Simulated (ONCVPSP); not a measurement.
**Ho (Z = 67): ONCV pseudisation with PBEsol, scalar-relativistic reference atom.**

* Element: Ho (Z = 67)
* Generator: ONCVPSP 4.0.1
* Type: optimised norm-conserving Vanderbilt (ONCV)
* Functional: PBEsol
* Relativity: scalar-relativistic
* Frozen core: [Kr] 4d10
* Valence charge: 21
* Reference configuration: 4f11 5s2 5p6 5d1 6s1
* Partial waves: 5s+6s: rc 1.85 bohr, ncon 3, nbas 7, qcut 5.8 1/bohr, 2 projectors; 5p: rc 1.60 bohr, ncon 4, nbas 8, qcut 4.5 1/bohr, 2 projectors, debl 2.7 Ha; 5d: rc 3.90 bohr, ncon 5, nbas 9, qcut 4.4 1/bohr, 2 projectors, debl 3.1 Ha; 4f: rc 0.95 bohr, ncon 4, nbas 9, qcut 20.3 1/bohr, 2 projectors, debl 2.6 Ha
* Local potential: polynomial inside 0.95 bohr (lpopt 3, dvloc0 0 Ha)
* Core correction: Teter function, fcfact 2.5, rcfact 1.55

All-electron outer shells of the reference configuration (PBEsol, scalar-relativistic, ld1.x):

```tsv
shell	level (eV)	outermost node (bohr)	outermost maximum (bohr)
4d	-158.44	0.25	0.53
5s	-49.73	0.61	1.13
5p	-25.27	0.66	1.29
6s	-3.66	1.55	3.47
4f	-2.58	–	0.53
5d	-0.83	0.75	2.19
```

Calculated quality:

```
Cutoffs needed             : 159 Ha and 386 Ha (the cutoffs (Ha) at which the residual kinetic energy of the hardest occupied pseudo-wave falls to 1 and 0.1 mHa per electron)
Ghost test                 : ghosts flagged at negative energy: s at -33.5 eV; GHOST(+) flagged for d at 139.2 eV, p at 181.8 eV; a true bound ghost makes a file unfit for plane-wave use
Configuration tests        : 4 of 4 tests not solved or not reliable; not counted: 4f11 5s2 5p6 5d0 6s2 (all-electron energy unsafe for a near-neutral lanthanide with less than one 5d electron, printed error +22 meV); 4f11 5s2 5p6 5d0 6s1 (all-electron energy unsafe for a near-neutral lanthanide with less than one 5d electron, printed error +41 meV)
rms error of d²Exc/dni dnj : 4.73 mHa without and 2.72 mHa with the model core
```

Generation and tests took about 5.3 s on one core of a shared server CPU.
